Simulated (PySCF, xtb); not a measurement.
In(Cl)(Me)(OMe) (C₂H₆ClInO), SMILES [Cl][In]([O]C)[CH3]. Other conformers were not sampled.

Harmonic wavenumbers (cm⁻¹) from GFN2-xTB in xtb at its own minimum, in rising order: 42, 58, 59, 70, 74, 100, 197, 295, 342, 425, 637, 652, 1049, 1129, 1131, 1161, 1408, 1408, 1411, 1474, 1483, 2852, 2905, 2918, 3003, 3017, 3043.

Problem. What does B3LYP-D3(BJ)/def2-SVP (PySCF) give at its own minimum? (An estimate is asked for; the answer gives what the named calculation found.)

Solution. 32, 41, 76, 80, 95, 115, 224, 356, 488, 535, 723, 743, 1113, 1170, 1179, 1193, 1430, 1431, 1463, 1475, 1480, 2940, 3007, 3030, 3055, 3169, 3177. Paired by order, the mean absolute difference is 57 cm⁻¹ and the zero-point energies are 46.2 and 48.3 kcal/mol.
